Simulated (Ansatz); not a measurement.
Basis-set extrapolation for C2H10AlFOSi (`[CH3][Al-]([CH3])([F])[OH+][SiH3]`) (PBE0-D4/def2-TZVP geometry, frozen core, the Gaussian-basis code of Ansatz). Multiplicity 1, RHF reference.

```tsv
	def2-TZVPP	def2-QZVPP
HF	-787.002203	-787.031686
MP2 correlation	-1.073676	-1.157086
CCSD(T) correlation	-1.168697	not run
```

Energies in hartree. Use E(X) = E(∞) + A·exp(−7.88·√X) for Hartree–Fock and E(X) = E(∞) + B·X^(−2.97) for correlation, with X = 3 and 4, and add CCSD(T) minus MP2 of the smaller set to the MP2 limit.

Q: What is the CCSD(T) energy at the basis-set limit?

A: HF limit: -787.031686 + (-0.029483) × 0.13774 = -787.03575. MP2 limit: -1.157086 + (-0.083410) × 0.74074 = -1.21887. Higher-order term: -1.168697 − (-1.073676) = -0.09502. Total: -788.34964 hartree, 469.3 kJ/mol below CCSD(T)/def2-TZVPP.
